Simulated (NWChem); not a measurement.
## Basis-set convergence for H5BO

SMILES: B.O
```xyz
7

B     -0.8790     0.2686     0.0000
H     -0.9966     0.9090    -1.0283
H     -1.4456    -0.8159     0.0000
H     -0.9966     0.9090     1.0283
O      0.7476    -0.1244     0.0000
H      0.9265    -0.6752    -0.7739
H      0.9265    -0.6752     0.7739
```
Charge 0, spin multiplicity 1.

Everything below was run with NWChem. Structure: optimised with PBE0/def2-SVP, a minimum by its harmonic frequencies.

Quantity: LUMO energy at the level PBE0.

The Pople sets run with spherical d functions. The structure started from a generated list of species.

```
basis        functions  LUMO energy (eV)
-----------  ---------  ----------------
6-31G*              38              0.54
def2-SVP            53              0.13
6-311G**            66               ___
def2-SVPD           83             -0.70
aug-cc-pVDZ         91             -1.05
def2-TZVP           92               ___
def2-TZVPD         122             -0.91
pcseg-2            130             -0.73
aug-cc-pVTZ        207             -1.05
cc-pVQZ            260               ___
```

Q: Some entries are withheld; supply them.

A: 
- 6-311G**, LUMO energy (eV): -0.25
- def2-TZVP, LUMO energy (eV): -0.41
- cc-pVQZ, LUMO energy (eV): -0.53
